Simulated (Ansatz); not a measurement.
`[SiH3]C1B[SiH2]1` → `BC1[SiH2][SiH2]1`  (isomerisation)

Computed with Ansatz on PBE0-D4/def2-TZVP structures; ΔE is electronic, products minus reactants. CBS: MP2 limit from def2 TZ/QZ plus the TZ coupled-cluster correction, frozen cores. DFT in def2-TZVPP. HSE06 is defined as in plane-wave codes.

`[SiH3]C1B[SiH2]1`:

Z-matrix (Å, degrees):
```
Si
C 1 1.871
H 1 1.486 2 110.4
H 1 1.488 2 109.4 3 119.5
H 1 1.485 2 110.7 3 -121.2
B 2 1.510 1 118.3 3 153.6
Si 2 1.919 1 104.4 3 81.5
H 2 1.093 1 106.9 3 -64.3
H 6 1.187 2 137.5 1 108.3
H 7 1.481 2 111.5 1 -6.4
H 7 1.484 2 119.5 1 -139.5
```

`BC1[SiH2][SiH2]1`:

Z-matrix (Å, degrees):
```
C
Si 1 1.878
Si 1 1.972 2 71.0
B 1 1.509 2 120.7 3 -84.6
H 1 1.089 2 119.6 3 106.3
H 2 1.480 1 115.6 3 -107.7
H 2 1.478 1 117.1 3 113.4
H 3 1.479 1 116.4 2 -115.9
H 3 1.481 1 111.8 2 112.6
H 4 1.198 1 121.1 2 -175.2
H 4 1.203 1 120.1 2 7.5
```

```tsv
level	ΔE (kJ/mol)
HSE06	-55.2
CCSD(T)/def2-TZVPP	-50.6
```

**Question.** What does CCSD(T)/CBS give? (Estimate.)

**Answer.** The calculation gave: -50.2 kJ/mol. The listed levels differ from it by -5.0, -0.4 kJ/mol.

Largest T1 diagnostic among the species: 0.014.

In def2-TZVPP, CCSD(T) changes the Hartree–Fock value by −5.2 kJ/mol (the triples alone add −1.0 kJ/mol) and MP2 by −6.4 kJ/mol. Leaving LDA and LC-ωPBE aside and taking each functional with its dispersion term where it has one, the values, not all of them listed here, spread over 6.6 kJ/mol, from PBE-D4 to ωB97M-V.
